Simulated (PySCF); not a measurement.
An EPR property job and its printed output. Input:

```
{"job": {"kind": "epr", "basis": "pcH-1"}, "charge": 1, "multiplicity": 2}
C      3.372225    -0.523047     0.234215
O      2.028855    -0.959682     0.080761
C      1.089070    -0.058027    -0.045081
O      1.263312     1.144987    -0.096452
C     -0.250438    -0.686451    -0.094996
C     -1.388071     0.039389    -0.290511
C     -2.619769    -0.644432    -0.753566
C     -1.417372     1.493189    -0.137467
H      3.576460    -0.292699     1.283866
H      3.559174     0.369811    -0.367604
H      3.996941    -1.360828    -0.073797
H     -0.242952    -1.763091    -0.005649
H     -3.402401    -0.486594    -0.006901
H     -2.477373    -1.709531    -0.906679
H     -2.983377    -0.191739    -1.676631
H     -1.485366     1.786824     0.914140
H     -0.413542     1.875365    -0.428878
H     -2.214134     1.972873    -0.699466
```

Theory: UKS B3LYP, pcH-1 on C H O, non-relativistic, mean-field spin-orbit, GIAO in PySCF. One conformer (not necessarily the lowest) at the GFN2-xTB geometry, without solvent, vibrations or thermal averaging. A GFN2-xTB geometry isn't a minimum of the functional, and hyperfine couplings can be far from their values at a DFT geometry, by a factor of two or more for some ions and for spin on atoms past the first row. The frame is twisted about the C5–C6 bond at this geometry (dihedral C3–C5–C6–C8 = -15°); couplings at other torsion angles weren't computed.

Output of the driver script. The program numbers atoms from 0.

```
UKS, coarse grid
  cycle   1  E = -384.60653563  |g| = 7.07e-01
  cycle   2  E = -383.00431285  |g| = 1.92e+00
  cycle   3  E = -384.71018809  |g| = 4.56e-01
  cycle   4  E = -384.79205390  |g| = 1.67e-01
  cycle   5  E = -384.79785906  |g| = 9.88e-02
  cycle   6  E = -384.80205765  |g| = 3.12e-02
  cycle   7  E = -384.80236322  |g| = 2.10e-02
  cycle   8  E = -384.80255700  |g| = 1.24e-02
  cycle   9  E = -384.80266374  |g| = 4.35e-03
  cycle  10  E = -384.80267839  |g| = 2.20e-03
  cycle  11  E = -384.80268138  |g| = 8.74e-04
UKS, final grid
  cycle   1  E = -384.80272966  |g| = 2.29e-03
  cycle   2  E = -384.80270892  |g| = 7.59e-03
  cycle   3  E = -384.80273193  |g| = 3.55e-04
  cycle   4  E = -384.80273198  |g| = 1.91e-04
  cycle   5  E = -384.80273201  |g| = 1.48e-04
  cycle   6  E = -384.80273203  |g| = 3.65e-05
  cycle   7  E = -384.80273203  |g| = 1.95e-05
E = -384.80273203 Eh   <S^2> = 0.7572 (exact 0.7500)
g shifts (ppm)      1          2          3
  rmc          -199       -199       -199
  gc             15         23         44
  oz_so         699       2040       4964
  total         515       1865       4809
hyperfine (MHz)  atom isotope    a_iso     a_fc   dipolar eigenvalues
    0   13C      -0.93      -0.93     -1.42     -0.32      1.74
    1   17O      -0.41      -0.41    -19.91      7.51     12.40
    2   13C     -22.77     -22.77     -8.72      1.81      6.92
    3   17O     -21.14     -21.14    -85.79     42.26     43.53
    4   13C      32.36      32.36    -43.46    -42.87     86.33
    5   13C      -9.86      -9.86    -16.21     -9.99     26.20
    6   13C       6.86       6.86     -4.14     -3.40      7.54
    7   13C      -5.43      -5.43     -9.61     -7.24     16.85
    8    1H      10.83      10.83     -1.66     -0.99      2.65
    9    1H       5.84       5.84     -3.00     -0.25      3.25
   10    1H       4.82       4.82     -1.62     -0.53      2.15
   11    1H      -5.77      -5.77    -19.58     -5.46     25.04
   12    1H      68.57      68.57     -3.40     -0.66      4.06
   13    1H      -2.24      -2.24     -3.77     -1.34      5.11
   14    1H      16.02      16.02     -3.26     -3.07      6.32
   15    1H      54.94      54.94     -5.25     -2.20      7.45
   16    1H     109.06     109.06    -11.07     -2.23     13.30
   17    1H      -6.53      -6.53     -4.62     -1.97      6.59
```

|g| in the SCF lines is the orbital gradient. In the g block, columns 1 to 3 are the principal axes in rising order; rmc is the relativistic mass correction, gc the gauge correction and oz_so the orbital-Zeeman/spin–orbit term. a_fc is the Fermi-contact part of a_iso, here all of it, since this run has no spin–orbit term in the hyperfine coupling.

(1) What does the output say about convergence, stability and spin contamination?

(2) What are the principal g values and g_iso?

(3) Which couplings shape the isotropic spectrum at natural abundance (0.05 mT or more)? Keep the log's numbering.

(4) What are the principal values of the full tensor of atom 3 (17O)?

Answers

(1) The SCF converged after 18 cycles in all, 11 of them on the coarse grid; no stability test was run. The unrestricted determinant has ⟨S²⟩ = 0.7572 (exact 0.7500), so spin contamination is small.

(2) Adding the total shifts to 2.002319 gives 2.00283, 2.00418, 2.00713; their mean shift is 2396 ppm, so g_iso = 2.00472.

(3) atoms 15, 16, 17 (1H, I = 1/2): mean 52.5 MHz = 1.87 mT in magnitude, a 1:3:3:1 quartet; atoms 12, 13, 14 (1H, I = 1/2): mean 27.4 MHz = 0.98 mT in magnitude, a 1:3:3:1 quartet; atoms 8, 9, 10 (1H, I = 1/2): mean 7.2 MHz = 0.26 mT in magnitude, a 1:3:3:1 quartet; atom 11 (1H, I = 1/2): -5.8 MHz = 0.21 mT in magnitude, a 1:1 doublet. Together 128 lines to first order. Class means assume fast exchange of nuclei equivalent by connectivity; if that motion is slow, each nucleus keeps its own coupling. C7 and C8, with what hangs on them, aren't averaged: C6 is flat or nearly so (angle sum 360°), and its turn about the short C6–C5 bond (1.36 Å) is taken as slow. The three 1H nuclei of mean +52.5 MHz run from -6.5 to 109.1 MHz in the frozen geometry. The three 1H nuclei of mean +27.4 MHz run from -2.2 to 68.6 MHz in the frozen geometry.

(4) a_iso plus each dipolar eigenvalue: -106.93, 21.12, 22.40 MHz.

The species is `O=C(OC)[CH+][C](C)C` [radical] (charge +1). The run used 300 basis functions and 6 iterations of the response equations. The SMILES `COC(=O)[CH+][C](C)C` draws the unpaired electron on C6, whose computed spin population is only +0.10.

The run took 79 s (with the writing of density and orbital grids) on one thread, Arm Neoverse V2 (aarch64), no GPU, shared host with 96 logical CPUs at a one-minute load of 37, and the process peaked at 1.1 GiB of memory.
Labels such as C1 count atoms from 1, the log's own numbers from 0.
